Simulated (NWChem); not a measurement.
System: InH3; SMILES [InH3]

Input file for NWChem:

```
start job
memory heap 200 mb stack 900 mb global 1100 mb
geometry units angstroms noautosym nocenter noautoz
  In     0.000000     0.000000     0.000000
  H      1.233959     1.233959     0.000000
  H      0.451660    -1.685620     0.000000
  H     -1.685620     0.451660     0.000000
end
basis spherical
  * library def2-svpd
end
ecp
  In library def2-ecp
end
dft
  xc b3lyp
  iterations 150
end
tddft
  cis
  nroots 6
end
task tddft energy
```

All runs use the structure optimised with PBE-D3(BJ)/def2-SVP. def2 effective core potentials on In; no spin-orbit coupling.

Vertical excitations in the gas phase.

Problem. Give the results of this calculation. (B3LYP/def2-SVPD with def2 effective core potentials on In, TDA.) Quantities: lowest excitation, singlet (eV); oscillator strength of that lowest state; lowest state with f > 0.02, singlet (eV); oscillator strength of that bright state; lowest triplet (eV); orbital gap (eV).

Solution. 
- lowest excitation, singlet (eV) = 4.70
- oscillator strength of that lowest state = 0.000
- lowest state with f > 0.02, singlet (eV) = 7.15
- oscillator strength of that bright state = 0.227
- lowest triplet (eV) = 4.30
- orbital gap (eV) = 5.77
